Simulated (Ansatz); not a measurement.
Cost and result for the atomization energy of `ClC1=CC[SiH2]1` (10 atoms, 10 bonds).

```xyz
10

Cl    1.022   -0.345    2.719
C     0.428   -0.144    1.131
C    -0.850   -0.012    0.744
C    -0.844    0.138   -0.765
Si    1.041   -0.014   -0.620
H    -1.735   -0.011    1.378
H    -1.364   -0.666   -1.292
H    -1.235    1.096   -1.116
H     1.681   -1.220   -1.209
H     1.856    1.179   -0.970
```

Total charge 0; spin multiplicity 1. The structure was optimised at the PBE0-D4/def2-TZVP level. Program: Ansatz. All runs use 4 threads of an Intel Xeon on a shared host. Times are those of one run each, without the atoms' runs, and a repeat can differ threefold. Electronic energies, without spin–orbit coupling; frozen cores. CCSD(T)/CBS adds CCSD(T) − MP2 in def2-TZVPP to the MP2 limit, and its time is that of the two runs behind it. T1 = 0.012. B3LYP takes the VWN-RPA correlation (the form of Gaussian; ORCA's B3LYP/G).

CCSD(T)/CBS is a level of theory with its own doubt, some kJ/mol a heavy atom from the limit and from the frozen cores, so smaller differences don't rank the functionals.

```json
{"level": "BLYP-D4/def2-TZVPP", "functions": "247", "wall time": "1.9 s"}
{"level": "PBE-D4/def2-TZVPP (with forces)", "functions": "247", "wall time": "2.1 s"}
{"level": "BHLYP-D4/def2-TZVPP", "functions": "247", "wall time": "2.6 s"}
{"level": "CCSD(T)/def2-SVP", "functions": "103", "wall time": "2.7 s"}
{"level": "B3LYP-D4/def2-TZVPP (with forces)", "functions": "247", "wall time": "4 s"}
{"level": "B2PLYP/def2-TZVPP", "functions": "247", "wall time": "4.2 s"}
{"level": "PBE-QIDH/def2-TZVPP", "functions": "247", "wall time": "4.4 s"}
{"level": "ωB97X-V/def2-TZVPP", "functions": "247", "wall time": "6 s"}
{"level": "B97M-V/def2-TZVPP", "functions": "247", "wall time": "6.5 s"}
{"level": "ωB97M-V/def2-TZVPP (with forces)", "functions": "247", "wall time": "8.5 s"}
{"level": "MP2/def2-QZVPP", "functions": "461", "wall time": "16 s"}
{"level": "CCSD(T)/def2-TZVPP", "functions": "247", "wall time": "55 s"}
{"level": "CCSD(T)/CBS(def2)", "functions": "–", "wall time": "71 s"}
```

Task: What atomization energy does each give, and how far from CCSD(T)/CBS? (Estimate.)

Result: The calculation gave: 
| level | atomization (kJ/mol) | difference from CCSD(T)/CBS | per bond |
| --- | --- | --- | --- |
| BLYP-D4/def2-TZVPP | 3789.2 | -19.1 | -1.9 |
| PBE-D4/def2-TZVPP (with forces) | 3913.8 | 105.5 | 10.5 |
| BHLYP-D4/def2-TZVPP | 3700.4 | -107.9 | -10.8 |
| CCSD(T)/def2-SVP | 3607.2 | -201.1 | -20.1 |
| B3LYP-D4/def2-TZVPP (with forces) | 3801.1 | -7.2 | -0.7 |
| B2PLYP/def2-TZVPP | 3765.8 | -42.5 | -4.3 |
| PBE-QIDH/def2-TZVPP | 3821.0 | 12.7 | 1.3 |
| ωB97X-V/def2-TZVPP | 3827.6 | 19.3 | 1.9 |
| B97M-V/def2-TZVPP | 3836.5 | 28.2 | 2.8 |
| ωB97M-V/def2-TZVPP (with forces) | 3828.5 | 20.2 | 2.0 |
| MP2/def2-QZVPP | 3846.4 | 38.1 | 3.8 |
| CCSD(T)/def2-TZVPP | 3708.7 | -99.6 | -10.0 |
| CCSD(T)/CBS(def2) | 3808.3 | 0.0 | 0.0 |

From r2SCAN to r2SCAN0 (25 % exact exchange), in def2-TZVPP and without D4, the atomization energy moves by −52.2 kJ/mol: exact exchange takes away binding that semilocal exchange gives to molecules. In def2-TZVPP, CCSD(T) changes the Hartree–Fock value by +914.1 kJ/mol (the triples alone add +67.3 kJ/mol) and MP2 by +993.0 kJ/mol; breaking electron pairs costs correlation energy, which Hartree–Fock lacks. At CCSD(T), def2-SVP lies −201.1 kJ/mol from the extrapolated value and def2-TZVPP −99.6 kJ/mol: correlation converges slowly with the basis, and small sets miss more of it in the bonded molecule than in its fragments.
